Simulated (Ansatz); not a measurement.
Basis sets compared for [WO4]2- (WO4²⁻). The state is a singlet with charge -2. Geometry PBE-D4/def2-SVPD. Ansatz on 4 threads of Arm Neoverse V1 on a shared host; times are rough, and most runs start from earlier orbitals.

```xyz
5

W     0.0002   -0.0003   -0.0003
O    -0.3414   -1.1986    1.3233
O    -1.3076   -0.0983   -1.2590
O     1.6063   -0.3800   -0.7625
O     0.0425    1.6772    0.6986
```

In the def2 sets W takes a core potential; there is no spin–orbit coupling. A multiply charged anion in the gas phase is held together partly by the finite basis. At PBE-D4/def2-SVPD, PBE-D4/def2-TZVPD, PBE0-D4/def2-SVPD, PBE0-D4/def2-TZVPD the highest occupied level of the charge -2 singlet lies above zero (up to 3.65 eV). The electron is either unbound and held by the finite basis, or the level is raised by self-interaction error.

```
            level  functions  energy (Eh)  HOMO (eV)  LUMO (eV)  wall time
 PBE-D4/def2-SVPD        127    -367.7336       3.61       7.33      1.1 s
PBE0-D4/def2-SVPD        127    -367.6226       2.15       7.85      1.4 s
```

(1) Estimate the rows for PBE-D4/def2-TZVPD, PBE0-D4/def2-TZVPD.

Results:

(1) 
| level | functions | energy (Eh) | HOMO (eV) | LUMO (eV) | wall time |
| --- | --- | --- | --- | --- | --- |
| PBE-D4/def2-TZVPD | 203 | -368.0915 | 3.65 | 6.84 | 1.9 s |
| PBE0-D4/def2-TZVPD | 203 | -367.9845 | 2.24 | 7.22 | 2.3 s |
